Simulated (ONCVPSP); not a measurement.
**Reading a pseudo-wave (antimony (Sb))**

Columns: radius, all-electron u(r) and pseudo u(r) of the 5p shell (level -4.83 eV) of antimony in the configuration [Kr] 4d10 5s2 5p3; PBE, scalar-relativistic, ONCV scheme, ONCVPSP 4.0.1.

```tsv
r (bohr)	all-electron	pseudo
0.113	-0.0337	0.0018
0.225	0.1776	0.0073
0.338	0.0794	0.0169
0.450	-0.1166	0.0312
0.563	-0.2504	0.0513
0.675	-0.2844	0.0778
0.788	-0.2388	0.1118
0.900	-0.1458	0.1525
1.013	-0.0302	0.1998
1.125	0.0882	0.2515
1.238	0.2010	0.3069
1.350	0.3009	0.3632
1.463	0.3873	0.4195
1.575	0.4586	0.4727
1.688	0.5167	0.5214
1.800	0.5616	0.5626
1.913	0.5956	0.5956
2.025	0.6195	0.6194
2.138	0.6350	0.6350
2.250	0.6430	0.6430
2.363	0.6448	0.6448
2.475	0.6414	0.6414
2.588	0.6336	0.6336
2.700	0.6224	0.6224
2.813	0.6082	0.6082
2.925	0.5919	0.5919
```

Task: How many radial nodes do the two functions have?

Result: The all-electron 5p function has n − l − 1 = 3; the pseudo-wave has 0, since the states of the same l below it are removed with the core.

Task: At about which radius was the pseudo-wave matched?

Result: 2.25 bohr. The columns agree to 0.0005 from 1.91 bohr on; several derivatives are matched, so the curves merge somewhat inside the radius.

Task: Where does each function peak?

Result: Outermost all-electron maximum near 2.36 bohr, pseudo maximum near 2.36 bohr (to the table’s step).

Task: Is the pseudo-wave norm-conserving?

Result: Yes: the ONCV scheme keeps the norm inside the radius equal to the all-electron one, which fixes the energy derivative of the logarithmic derivative at the level.
